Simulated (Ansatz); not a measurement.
`[NH2][GeH2][O][GeH2][NH2]` and `[NH2][GeH2][S][GeH2][NH2]` differ in one element.

Ansatz, PBE0-D4/def2-TZVP geometries, multiplicity 1. Each molecule was computed in one conformer, which needn't be the lowest.

Scalar relativity is left out up to krypton.

| property | `[NH2][GeH2][O][GeH2][NH2]` |
| --- | --- |
| HOMO–LUMO gap (B3LYP/def2-TZVPP) / eV | 7.06 |
| HOMO energy (PBE/def2-TZVPP) / eV | -5.79 |
| LUMO energy (ωB97M-V/def2-TZVPP) / eV | 1.85 |
| LUMO energy (B3LYP/def2-TZVPP) / eV | 0.06 |
| size of the dipole moment (B3LYP/def2-TZVPP) / D | 2.46 |
| HOMO–LUMO gap (PBE0/def2-TZVPP) / eV | 7.62 |

(1) Give the same properties after the change, and the shifts. (Estimate.)

## Answers

(1) The calculation gave: 
| property | `[NH2][GeH2][S][GeH2][NH2]` | shift |
| --- | --- | --- |
| HOMO–LUMO gap (B3LYP/def2-TZVPP) / eV | 6.69 | -0.37 |
| HOMO energy (PBE/def2-TZVPP) / eV | -5.70 | 0.09 |
| LUMO energy (ωB97M-V/def2-TZVPP) / eV | 1.79 | -0.06 |
| LUMO energy (B3LYP/def2-TZVPP) / eV | -0.05 | -0.11 |
| size of the dipole moment (B3LYP/def2-TZVPP) / D | 2.31 | -0.15 |
| HOMO–LUMO gap (PBE0/def2-TZVPP) / eV | 7.21 | -0.41 |

With PBE0 the HOMO rises by 0.26 eV and the LUMO falls by 0.15 eV, so the gap narrows by about 0.41 eV. PBE moves the HOMO by 0.09 eV and ωB97M-V by 0.43 eV. Dipoles are sizes alone; their direction can turn.

B3LYP here is the variant with VWN-RPA as its local correlation; programs differ in this.
